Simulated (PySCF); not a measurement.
**SMILES C[C@@H]1OC[C@]1(C)F, C₅H₉FO**

Cartesian coordinates in Å; atom numbers follow the order of the lines, from 1:
```xyz
16

C     2.063    0.050    0.082
C     0.701   -0.185   -0.544
O     0.257    0.899   -1.377
C    -0.788    1.260   -0.475
C    -0.517    0.019    0.381
C    -1.573   -1.066    0.385
F    -0.187    0.319    1.689
H     2.288   -0.753    0.778
H     2.821    0.079   -0.697
H     2.072    0.996    0.617
H     0.688   -1.130   -1.099
H    -1.763    1.306   -0.964
H    -0.580    2.203    0.038
H    -1.178   -1.958    0.866
H    -2.445   -0.724    0.940
H    -1.866   -1.305   -0.633
```

Computed with TDDFT LC-wPBE/def2-SVPD circular dichroism and optical rotation, one conformer, gas phase in PySCF. Geometry: GFN2-xTB.

States above about 10.3 eV lie in this functional's continuum (it starts at minus the energy of the highest occupied orbital, well below the true ionisation energy for most functionals) and depend on the basis.

Question: Draw the ECD and absorption spectra from the lowest 16 states, each a Gaussian of half-width 0.35 eV at 1/e height.

Answer: 
```
E (eV)  λ (nm)  Δε (L mol⁻¹ cm⁻¹)  ε (L mol⁻¹ cm⁻¹)
  7.21     172              +0.82              6.91
  7.36     169              +2.33              20.4
  7.51     165              +4.59              46.1
  7.66     162              +6.33              91.7
  7.81     159              +6.29               184
  7.96     156              +4.84               346
  8.11     153              +3.25               527
  8.26     150              +1.67               616
  8.41     147              -0.64               621
  8.56     145              -3.51               737
  8.71     142              -5.10              1170
  8.86     140              -3.38              1930
  9.01     138              +1.26              2840
  9.16     135              +5.49              3690
  9.31     133              +6.10              4470
  9.46     131              +3.43              5110
  9.61     129              +0.45              5410
  9.76     127              -1.51              5560
  9.91     125              -3.54              6190
 10.06     123              -6.18              7380
 10.21     121              -7.79              7950
```
Δε uses R in velocity form, ε uses f in length form. Only the states computed contribute, so the short-wavelength end is incomplete.
